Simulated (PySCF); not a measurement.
A PySCF script (with the pyscf-properties extension) for the NMR shieldings of `CC(C)O[Si@@H](S)C#C[SiH3]`, C$_{5}$H$_{12}$OSSi$_{2}$, on a GFN2-xTB geometry:

```python
import basis_set_exchange as bse
import numpy as np
from pyscf import gto, dft
from pyscf.prop import nmr

atoms = """
C    -1.279035    1.185293   -0.060149
C    -1.697270   -0.256259    0.205413
C    -3.168243   -0.488320   -0.119441
O    -0.934052   -1.127137   -0.596168
Si    0.516506   -1.762511   -0.279936
S     0.953657   -2.820830   -2.095776
C     1.811549   -0.475686    0.042943
C     2.631927    0.394477    0.235466
Si    3.868341    1.738569    0.537670
H    -1.434405    1.424959   -1.109266
H    -0.224725    1.314708    0.173185
H    -1.867699    1.863211    0.551213
H    -1.512197   -0.495051    1.261807
H    -3.351406   -0.266949   -1.167954
H    -3.432466   -1.526169    0.067050
H    -3.792857    0.152744    0.496164
H     0.485382   -2.715463    0.824766
H    -0.064588   -2.333835   -2.786704
H     4.412110    2.164348   -0.752732
H     4.915330    1.205491    1.410759
H     3.155222    2.841352    1.192312
"""
names = dict.fromkeys(["C", "O", "Si", "S", "H"], "pcSseg-1")
basis = {el: gto.basis.parse(bse.get_basis(n, elements=[el], fmt="nwchem")) for el, n in names.items()}
mol = gto.M(atom=atoms, basis=basis, charge=0, verbose=0)
mf = dft.RKS(mol, xc="PBE0")
mf.grids.level = 2
mf.grids.alignment = dft.numint.BLKSIZE   # the property module wants whole blocks of grid points
mf.conv_tol = 1e-9
mf.kernel()

calc = nmr.RKS(mf)   # GIAO
C = mf.mo_coeff
Co = C[:, mf.mo_occ > 0]
resp = mf.gen_response(singlet=True, hermi=2)
def vind(x):   # induced exchange potential for any number of trial vectors
    d = np.einsum("pi,xij,qj->xpq", C, 2 * x.reshape(-1, C.shape[1], Co.shape[1]), Co, optimize=True)
    return np.einsum("xpq,pi,qj->xij", resp(d - d.transpose(0, 2, 1)), C, Co, optimize=True).ravel()
mo1, _ = nmr.rhf.solve_mo1(calc, with_cphf=vind)
sigma = calc.kernel(mo1)
for i, s in enumerate(sigma):   # ppm
    print("%2d %-2s %9.2f" % (i, mol.atom_pure_symbol(i), np.trace(s) / 3))
```

Task: What are the results?

Result: 
```
 0 C     160.36
 1 C     116.31
 2 C     158.99
 3 O     260.27
 4 Si    385.18
 5 S     720.45
 6 C      63.89
 7 C      74.30
 8 Si    447.85
 9 H      30.52
10 H      29.31
11 H      30.80
12 H      27.70
13 H      30.45
14 H      30.18
15 H      30.76
16 H      26.36
17 H      30.96
18 H      27.46
19 H      27.49
20 H      27.48
```

These numbers come from an equivalent density-fitted implementation of the same equations, which agrees with the script to about 0.01 ppm for H and up to a few tenths of a ppm for heavy atoms, so last digits may differ.

Task: Turn these shieldings into chemical shifts. Shifts are taken against calculated references (same method and geometry level): 13C (186.93 ppm), 29Si (349.16 ppm), 1H (31.72 ppm) vs TMS; H2O for 17O (336.08 ppm); 33S (503.73 ppm) vs CS2.

Result: Averaging equivalent atoms: C 6: 123.0; C 7: 112.6; C 1: 70.6; C 2: 27.9; C 0: 26.6; O 3: 75.8; Si 4: -36.0; Si 8: -98.7; S 5: -217; H 16: 5.36; H 18/19/20: 4.24; H 12: 4.02; H 9/10/11: 1.51; H 13/14/15: 1.25; H 17: 0.75 ppm. Experimental scales use liquid or dissolved standards, which lie at an offset from isolated H2O (liquid H2O: subtract about 36 ppm).

Size and cost of the density-fitted run: 234 basis functions, 96 s wall time on 1 thread of an Arm Neoverse N1, shared host; peak memory 1.1 GiB.
